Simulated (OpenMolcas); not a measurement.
A run on V3+ among 5 point charges of -1.5 e arranged as a square pyramid (C4v), 1.67 Å from the ion, with the axial distance 1.754 Å.

```yaml
Program: OpenMolcas 26.06
Method: "SS-CASPT2, IPEA 0.25 Eh, imaginary shift 0.1 Eh (closed shells correlated: 3s 3p)"
Basis: ANO-RCC-VDZP [5s4p2d1f]
Scalar_Hamiltonian: DKH2, point nucleus
Active_space: 2 electrons in 5 orbitals (3d)
State_averaging: 2S+1 = 3 even, 10 roots; 2S+1 = 1 even, 15 roots
Spin-orbit_coupling: RASSI with atomic mean-field integrals over the reference wave functions
```

First CASPT2 step and the start of its output:

```
&CASPT2
Multistate=10 1 2 3 4 5 6 7 8 9 10
NoMult
Frozen=5
IPEA=0.25
Imaginary=0.1
MaxIter=60
WThr=0.0 0.3 0.05
PrWF=0.5
NoMix
```

```
--- CASPT2 ---
Orbital specifications:
      -----------------------

      Symmetry species                           1
                                                 a
      Frozen orbitals                            5
      Inactive orbitals                          4
      Active orbitals                            5
      Secondary orbitals                        20
      Deleted orbitals                           0
      Number of basis functions                 34
Type of calculation                        SS-CASPT2
      Fock operator                              state-specific
      IPEA shift                                 0.25
      Real shift                                 0.00
      Imaginary shift                            0.10
      The input orbitals will be transformed to quasi-canonical
Reference energy:        -953.5355741453
      E2 (Non-variational):      -0.2222828772
      Shift correction:          -0.0002129546
      E2 (Variational):          -0.2224958318
      Total energy:            -953.7580699770
      Residual norm:              0.0000007567
      Reference weight:           0.95206
      Contributions to the CASPT2 correlation energy
      Active & Virtual Only:         -0.0113971281
      One Inactive Excited:          -0.0543554927
      Two Inactive Excited:          -0.1565302563
Reference energy:        -953.5355741453
      E2 (Non-variational):      -0.2222829098
      Shift correction:          -0.0002129556
      E2 (Variational):          -0.2224958654
      Total energy:            -953.7580700106
      Residual norm:              0.0000007567
      Reference weight:           0.95206
      Contributions to the CASPT2 correlation energy
      Active & Virtual Only:         -0.0113971506
...
```

Over all roots the printed reference weights run from 0.24 to 0.96, and roots that are degenerate in the reference spread by up to 96 cm-1.

Question: Did the run give usable levels, and if not, why?

Answer: No. The equations converged, but the reference weight falls to 0.24 for at least one root against 0.96 for the best. A drop of that size marks an intruder state, so the energies of such roots and the levels built on them can't be trusted.
